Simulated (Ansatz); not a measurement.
Start from `CC(C)CC(C)C` and change one atom or group to get `CC(C)CB(Cl)Cl`.

Ansatz, PBE0-D4/def2-TZVP geometries, multiplicity 1. Each molecule was computed in one conformer, which needn't be the lowest.

```
                                        property  `CC(C)CC(C)C`
             LUMO energy (B3LYP/def2-TZVPP) / eV           0.79
           HOMO energy (ωB97M-V/def2-TZVPP) / eV         -10.83
               HOMO energy (PBE/def2-TZVPP) / eV          -7.22
             HOMO–LUMO gap (PBE/def2-TZVPP) / eV           7.54
  size of the dipole moment (PBE/def2-TZVPP) / D           0.12
size of the dipole moment (B3LYP/def2-TZVPP) / D           0.12
```

(1) What does the change do to each property? (An estimate is asked.)

## Answers

(1) Computed: 
```
                                        property  `CC(C)CB(Cl)Cl`  shift
             LUMO energy (B3LYP/def2-TZVPP) / eV            -1.36  -2.15
           HOMO energy (ωB97M-V/def2-TZVPP) / eV           -10.99  -0.16
               HOMO energy (PBE/def2-TZVPP) / eV            -7.36  -0.14
             HOMO–LUMO gap (PBE/def2-TZVPP) / eV             5.22  -2.32
  size of the dipole moment (PBE/def2-TZVPP) / D             1.42   1.30
size of the dipole moment (B3LYP/def2-TZVPP) / D             1.48   1.36
```

With PBE0 the HOMO falls by 0.19 eV and the LUMO falls by 2.29 eV, so the gap narrows by about 2.10 eV. PBE moves the HOMO by -0.14 eV and ωB97M-V by -0.16 eV. Dipoles are sizes alone; their direction can turn.

B3LYP here is the variant with VWN-RPA as its local correlation; programs differ in this.
